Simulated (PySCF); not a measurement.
PySCF input for Si(Me)3(Cl) (C3H9ClSi), SMILES C[Si](C)(C)Cl, IEF-PCM-M06-2X/def2-SVP. Geometry optimised at PBE-D3(BJ)/def2-SVP. The isomer is the one that the SMILES or the coordinates give; other isomers of the formula were not compared.

```python
import numpy as np
from pyscf import gto, scf, dft
from pyscf.solvent import pcm

mol = gto.M(
    atom='''
    C    -1.55475295   -0.89763703   -0.90058851
    Si   -0.00000000    0.00000000   -0.33700699
    C     0.00000000    1.79527407   -0.90058849
    C     1.55475295   -0.89763703   -0.90058850
    Cl   -0.00000000   -0.00000001    1.77138223
    H    -1.60534268   -0.92684502   -2.00917758
    H    -1.56757326   -1.94088404   -0.52621239
    H    -2.46464151   -0.38711625   -0.52621238
    H     0.89706826    2.32800028   -0.52621236
    H    -0.00000000    1.85369007   -2.00917756
    H    -0.89706826    2.32800029   -0.52621237
    H     1.60534269   -0.92684502   -2.00917758
    H     1.56757326   -1.94088404   -0.52621239
    H     2.46464151   -0.38711623   -0.52621237
    ''',
    basis='def2-SVP',
    charge=0,
    spin=0,
    max_memory=1600,
    verbose=3,
)
mf = dft.RKS(mol, xc='m06-2x').density_fit(auxbasis='def2-universal-jkfit')
mf.grids.level = 4
mf.conv_tol = 1e-9
mf.max_cycle = 100
mf.kernel()
res = {}
for name, eps in {'water': 78.355, 'acetonitrile': 35.688, '2-propanol': 19.264}.items():
    s = mf.PCM()
    s.with_solvent.method, s.with_solvent.eps, s.with_solvent.lebedev_order = 'IEF-PCM', eps, 29
    s.kernel(mf.make_rdm1())
    res[name] = (s.e_tot, eps, s.dip_moment(), s.mo_energy, s.converged)
    print(f'{name}: electrostatic solvation free energy {(s.e_tot - mf.e_tot) * 627.509474:.3f} kcal/mol')
```

Output:

```
converged SCF energy = -869.095196687929

WARN: PCM is an experimental feature. It is still in testing.
Features and APIs may be changed in the future.

converged SCF energy = -869.099701344047
Dipole moment(X, Y, Z, Debye):  0.00000, -0.00040, -3.00568
water: electrostatic solvation free energy -2.827 kcal/mol

WARN: PCM is an experimental feature. It is still in testing.
Features and APIs may be changed in the future.

converged SCF energy = -869.099590707921
Dipole moment(X, Y, Z, Debye):  0.00000, -0.00039, -2.98598
acetonitrile: electrostatic solvation free energy -2.757 kcal/mol

WARN: PCM is an experimental feature. It is still in testing.
Features and APIs may be changed in the future.

converged SCF energy = -869.099421935147
Dipole moment(X, Y, Z, Debye):  0.00000, -0.00038, -2.95620
2-propanol: electrostatic solvation free energy -2.651 kcal/mol
```

The run converged.
